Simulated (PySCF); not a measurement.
Al(Cl)(Br)(NH2) (AlBrClH2N), SMILES [NH2][Al]([Cl])[Br].

Geometry optimised at PBE0-D3(BJ)/def2-SVP. The structure was generated by enumeration; whether it is a known compound was not checked. The values are those of a single conformer.

Two levels are set side by side: PBE/def2-TZVP (PySCF) and r2SCAN/def2-TZVP (PySCF). Same geometry, gas phase. Differences are taken from unrounded values.

| quantity | r2SCAN |
|---|---|
| orbital gap (eV) | 5.76 |
| highest occupied level (eV) | -6.88 |
| lowest empty level (eV) | -1.12 |
| dipole moment (D) | 2.35 |
| mean polarisability (bohr³) | 61.3 |

**Question.** What does PBE give, and how far is it from r2SCAN? (The exact figures need the calculation; the answer reports its results.)

**Answer.** 
| quantity | PBE | PBE minus r2SCAN |
|---|---|---|
| orbital gap (eV) | 4.99 | -0.77 |
| highest occupied level (eV) | -6.57 | 0.31 |
| lowest empty level (eV) | -1.58 | -0.45 |
| dipole moment (D) | 2.31 | -0.05 |
| mean polarisability (bohr³) | 63.7 | 2.4 |

Rough cost on one machine, each run with all the roots and properties that it gave: r2SCAN against PBE about 3 times.
